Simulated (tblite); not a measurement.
Compound: C4H9ClSi.
SMILES with atom numbers: `[Cl:1][CH2:2][C@@H:3]1[CH2:4][CH2:5][SiH2:6]1` (hydrogens: H7, H8 on C2; H9 on C3; H10, H11 on C4; H12, H13 on C5; H14, H15 on Si6)

Cartesian coordinates in Å at the GFN2-xTB level; atoms count from 1:
```
atom  x, y, z in Å
Cl1    1.5280   -0.3065   -1.8541
C2     1.7745    0.3805   -0.2264
C3     0.4700    0.4339    0.5337
C4    -0.1843   -0.9511    0.7366
C5    -1.4283   -0.8072   -0.1649
Si6   -1.0711    1.0459   -0.4455
H7     2.5122   -0.2573    0.2663
H8     2.1935    1.3769   -0.3731
H9     0.6753    0.9391    1.4802
H10   -0.4601   -1.1096    1.7782
H11    0.4665   -1.7700    0.4317
H12   -2.3592   -1.0665    0.3337
H13   -1.3592   -1.4202   -1.0606
H14   -0.8674    1.5510   -1.7969
H15   -1.8947    1.9690    0.3393
```

Computed with GFN2-xTB (tblite): harmonic, unscaled wavenumbers at the GFN2-xTB geometry, gas phase. This tight-binding method is rough: wavenumbers can miss measured ones by several per cent, in bad cases by 10 to 20. Modes of hydrogen on silicon can be 10 to 20 % off. One conformer, not necessarily the lowest.

Harmonic wavenumbers (cm⁻¹): 64.2, 102.2, 155.9, 290.5, 407.6, 430.2, 507.2, 541.7, 604.6, 663.2, 704.2, 718.1, 778.2, 801.1, 859.3, 891.3, 981.2, 1029.9, 1069.7, 1116.7, 1124.4, 1173.2, 1205.8, 1210.8, 1244.4, 1279.6, 1300.2, 1445.5, 1466.6, 1489.1, 2251.3, 2317.9, 2944.1, 2947.5, 2972.1, 2987.6, 3002.5, 3011.0, 3018.8.

A = 3513, B = 1684, C = 1601 MHz; mass 120.016 u (most abundant isotopes); point group C1, symmetry number 1.

What is the zero-point energy?

Half the sum of the wavenumbers: 25555 cm⁻¹ = 305.70 kJ/mol.

What is S at 298.15 K and 1 bar for an ideal gas of classical rigid rotors and harmonic oscillators?

Translation 168.57, rotation 116.82, vibration 73.43: S = 358.8 J/(mol K).

And Cp and H(298.15 K) − H(0)?

Cp = 123.83 J/(mol K), of which vibrations give 90.57 (their classical limit is 39 R = 324.3); H(298.15 K) − H(0) = 22.08 kJ/mol without the zero-point energy, 12.17 from vibrations.

Blend soft modes into free rotors: weight 1/[1 + (100 cm⁻¹/ν̃)⁴] for the oscillator and the rest for a rotor with moment μB/(μ + B), μ = h/(8π²ν), B = 10⁻⁴⁴ kg m². What vibrational entropy results?

68.53 J/(mol K) in place of 73.43, which changes −T·S at 298.15 K by +1.46 kJ/mol.

How do the functions run with temperature in this model?

| T (K) | S (J/(mol K)) | Cp (J/(mol K)) | H − H(0) (kJ/mol) | G − H(0) (kJ/mol) | ln q(vib) |
| --- | --- | --- | --- | --- | --- |
| 50 | 232.7 | 45.9 | 1.90 | -9.74 | 0.24 |
| 100 | 268.3 | 58.1 | 4.51 | -22.33 | 0.90 |
| 373.15 | 389.5 | 150.2 | 32.38 | -112.96 | 5.19 |
| 500 | 438.9 | 187.7 | 53.91 | -165.54 | 7.43 |
| 750 | 525.5 | 238.6 | 107.71 | -286.39 | 11.91 |
| 1000 | 598.9 | 271.3 | 171.73 | -427.18 | 16.21 |

q(vib) and H(0) count from the zero-point level.

Hindered rotation and anharmonicity are outside this model. Other conformers, if any are populated, would add a mixing term that is left out. The structure is chiral; the term R ln 2 for an equal mix with its mirror image is left out.

On one thread, Arm Neoverse N1 (aarch64), on a shared host, this took 0.8 s of wall time. The figure is for the frequency step alone.
